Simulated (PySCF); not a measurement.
**Structure elucidation problem**

The spectra below were simulated for a compound C3H6F5PSi.

1H NMR (300 MHz, computed): δ 4.08 (m, 3H), 1.45 (m, 3H).

13C{1H} NMR (computed): δ 127.6 (C), 125.2 (C), 2.2 (CH3).

Theoretical values (PySCF 2.14): GIAO PBE0/pcSseg-1 shieldings, coordinates at the PBE0-D3(BJ)/def2-SVP level. Fast rotation and ring inversion assumed for equivalent nuclei, non-relativistic, single conformer, isolated molecule.

Shifts are taken against calculated references (same method and geometry level): 1H, 13C against TMS.

Q: Deduce the structure.

A: 
1. 3 carbon signals for 3 carbons: no two carbons are equivalent.
2. Carbon types of the structure: 2 × C, 1 × CH3, leaving 3 H on heteroatoms.
3. δC 127.6: fully substituted sp3 carbon bonded to 2 F and P; 2 electronegative neighbours deshield it.
4. δC 125.2: CF3 carbon; 3 electronegative neighbours deshield it.
5. δC 2.2: methyl carbon bonded to P.
6. δH 4.08: hydrogen on a silicon bonded to P.
7. δH 1.45: hydrogen on a methyl carbon bonded to P.

These data were computed for SMILES CP([SiH3])C(F)(F)C(F)(F)F.

The shifts were computed for this structure.

Splittings by 19F and 31P in the carbon and heteronuclear signals aren't shown, as no couplings were computed. Shifts are as computed. Against solution values, carbons near 30 ppm lie about +2 ppm off and those near 130 ppm about +5 ppm (rms about the fit 1.9 ppm; single classes can miss by 10 ppm). Of 1328 compounds with measured shifts, 309 miss one by over three times the rms of a fit or turn the order of signals round; such compounds aren't used in these exercises. Signals without a measured value on file couldn't be tested in this way; 1H shifts scatter by 0.2 ppm about their fit, and single ones miss by 0.5 ppm. No couplings were computed; multiplicities are counted from neighbouring protons, with m where these are inequivalent, close in shift, in a saturated or five-membered ring or joined by F or P, and br s for small geminal =CH2 splittings.
